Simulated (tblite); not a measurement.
Species: C₉H₇ (doublet state).
Geometry (GFN2-xTB, Å), atoms numbered from 1 in this order:
```xyz
16
C9H7 angstrom
C      1.2946    0.6848    2.8410
C      0.8197    0.1769    1.8480
C      0.2673   -0.0011    0.5520
C      1.1205   -0.2297   -0.4854
C      2.5100   -0.2037   -0.3547
C      3.7118   -0.1831   -0.2720
C     -1.1856    0.0511    0.4085
C     -1.9711    0.2370    1.4707
C     -1.7573   -0.1006   -0.9714
H      0.7448   -0.4761   -1.4696
H      4.7569   -0.1676   -0.1845
H     -3.0431    0.2786    1.3791
H     -1.5620    0.3622    2.4584
H     -2.8399   -0.0099   -0.9386
H     -1.3652    0.6671   -1.6379
H     -1.5090   -1.0770   -1.3874
```

Computed values, GFN2-xTB/tblite, gas phase, harmonic and unscaled. Errors from tens to a few hundred cm⁻¹ against measured bands are possible. One conformer, not necessarily the lowest. Open shells enter through the occupations alone, without spin polarisation, and single modes of such species can be off by tens of per cent.

Harmonic wavenumbers (cm⁻¹): 34.1, 97.4, 103.0, 150.4, 201.5, 220.2, 254.0, 339.3, 359.7, 383.3, 427.6, 445.3, 531.5, 563.9, 620.7, 646.9, 700.3, 779.3, 787.5, 898.4, 945.2, 1006.4, 1035.9, 1063.1, 1103.1, 1250.9, 1306.5, 1389.5, 1407.8, 1484.8, 1489.7, 1493.4, 1653.8, 2040.9, 2216.5, 3002.4, 3012.9, 3050.0, 3054.3, 3110.5, 3141.2, 3396.5.

A = 2800, B = 1224, C = 859.0 MHz; mass 115.055 u (most abundant isotopes); point group C1, symmetry number 1; spin multiplicity 2.

Q: Zero-point energy?

A: ½Σν̃ = 25600 cm⁻¹ = 73.19 kcal/mol.

Q: What is S at 500 K and 1 bar for an ideal gas of classical rigid rotors and harmonic oscillators?

A: Translation 42.73, rotation 30.62, vibration 48.43, spin (R ln 2) 1.38: S = 123.2 cal/(mol K).

Q: And Cp and H(500 K) − H(0)?

A: Cp = 52.12 cal/(mol K), of which vibrations give 44.17 (their classical limit is 42 R = 83.5); H(500 K) − H(0) = 16.19 kcal/mol without the zero-point energy, 12.22 from vibrations.

Q: How do the functions run with temperature in this model?

A: 
```tsv
T (K)	S (cal/(mol K))	Cp (cal/(mol K))	H − H(0) (kcal/mol)	G − H(0) (kcal/mol)	ln q(vib)
100	70.4	18.6	1.29	-5.75	1.76
200	86.6	29.2	3.69	-13.63	4.35
300	100.2	38.2	7.07	-22.98	6.99
800	150.8	65.1	33.95	-86.65	19.02
1000	165.9	70.8	47.58	-118.35	23.18
```

q(vib) and H(0) count from the zero-point level.

Q: Which modes carry the vibrational entropy at 500 K?

A: 34.1 cm⁻¹: 6.60; 97.4 cm⁻¹: 4.52; 103.0 cm⁻¹: 4.41; 150.4 cm⁻¹: 3.67; 201.5 cm⁻¹: 3.10; 220.2 cm⁻¹: 2.93 cal/(mol K); the other 36 give 23.21 together.

Q: Blend soft modes into free rotors: weight 1/[1 + (100 cm⁻¹/ν̃)⁴] for the oscillator and the rest for a rotor with moment μB/(μ + B), μ = h/(8π²ν), B = 10⁻⁴⁴ kg m². What vibrational entropy results?

A: 45.04 cal/(mol K) in place of 48.43, which changes −T·S at 500 K by +1.69 kcal/mol.

Hindered rotation and anharmonicity are outside this model. Other conformers, if any are populated, would add a mixing term that is left out. The structure is chiral; the term R ln 2 for an equal mix with its mirror image is left out.

Hardware: an Arm Neoverse V1 with one thread (shared host). Cost: 0.54 s. This covers the Hessian and the dipole derivatives.
